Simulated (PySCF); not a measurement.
Some computed properties have been withheld. Give your best values.

Species: C3H13BOSi.
Atom-mapped SMILES: `[CH3:1][O+:2]([CH3:3])[BH2-:4][CH2:5][SiH3:6]` (hydrogens: H7, H8, H9 on C1; H10, H11, H12 on C3; H13, H14 on B4; H15, H16 on C5; H17, H18, H19 on Si6)

Conformer (atom-mapped SMILES and torsion angles): `[CH3:1][O+:2]([CH3:3])[BH2-:4][CH2:5][SiH3:6]`: C1–O2–B4–C5 -70°, O2–B4–C5–Si6 179°.

```json
{"property": "point group", "level": "PBE0-D3(BJ)/def2-SVP", "value": "Cs"}
{"property": "rotational constants A, B, C", "level": "PBE0-D3(BJ)/def2-SVP", "value": "6.132, 1.108, 1.044 GHz"}
{"property": "dipole moment", "level": "PBE0/def2-SVPD", "value": "5.68 D"}
{"property": "HOMO energy", "level": "PBE0/def2-SVPD", "value": "?"}
{"property": "LUMO energy", "level": "PBE0/def2-SVPD", "value": "0.24 eV"}
{"property": "lowest singlet excitation", "level": "TDDFT PBE0/def2-SVPD", "value": "7.07 eV (175 nm, f = 0.005)"}
{"property": "strongest line among the 10 lowest singlet transitions", "level": "TDDFT PBE0/def2-SVPD", "value": "S9 at 8.08 eV (153 nm, f = 0.067)"}
{"property": "lowest triplet excitation (Tamm–Dancoff)", "level": "TDA PBE0/def2-SVPD", "value": "6.94 eV"}
{"property": "static isotropic polarisability", "level": "PBE0/def2-SVPD", "value": "?"}
{"property": "vertical ionisation energy", "level": "ΔSCF PBE0/def2-SVPD", "value": "?"}
{"property": "electronic spatial extent ⟨r²⟩ about the centre of nuclear charge", "level": "PBE0/def2-SVPD", "value": "1198 bohr²"}
{"property": "13C chemical shifts (computed TMS as zero) by class", "level": "GIAO PBE0/pcSseg-1", "value": "63.6 (C1/C3), -7.2 (C5) ppm"}
{"property": "1H chemical shifts (computed TMS as zero) by class", "level": "GIAO PBE0/pcSseg-1", "value": "3.78 (H17/H18/H19), 3.44 (H7/H8/H9/H10/H11/H12), 3.37 (H13/H14), -0.15 (H15/H16) ppm"}
{"property": "isotropic shieldings of nuclei other than C and H, by class", "level": "GIAO PBE0/pcSseg-1", "value": "?"}
```

Electronic properties: PySCF, gas phase, density fitting. Isolated species at its PBE0-D3(BJ)/def2-SVP geometry (one conformer only). NMR classes are plain means over equivalent atoms (diastereotopic ones count apart unless rotation or inversion swaps them), as if these changed places fast; in this geometry the members of some classes differ.

Task: Give the vertical ionisation energy.

Result: 9.61 eV.

Task: Give the isotropic shieldings of nuclei other than C and H, by class.

Result: 90 (B4), 321 (O2), 421 (Si6) ppm.

Task: What is the static isotropic polarisability?

Result: 89.6 au.

Task: The HOMO energy?

Result: -7.79 eV.

A dipole of 5.68 D is allowed in Cs, and pure rotational transitions are dipole-allowed. The 10 singlets span 7.07 to 8.09 eV, and their oscillator strengths add up to 0.15. With B = h/(8π²I), that is 505.379 GHz u Å² over I, the principal moments of inertia are 82.4, 456.2 and 484.0 u Å² (most abundant isotopes); the inertial defect Ic − Ia − Ib is -54.6 u Å² (zero for a rigid planar frame, negative otherwise). The vertical singlet–triplet gap S1 − T1 is 0.13 eV (TDDFT singlet less Tamm–Dancoff triplet; S1: HOMO→LUMO, weight 0.96; T1: HOMO→LUMO, weight 0.87).
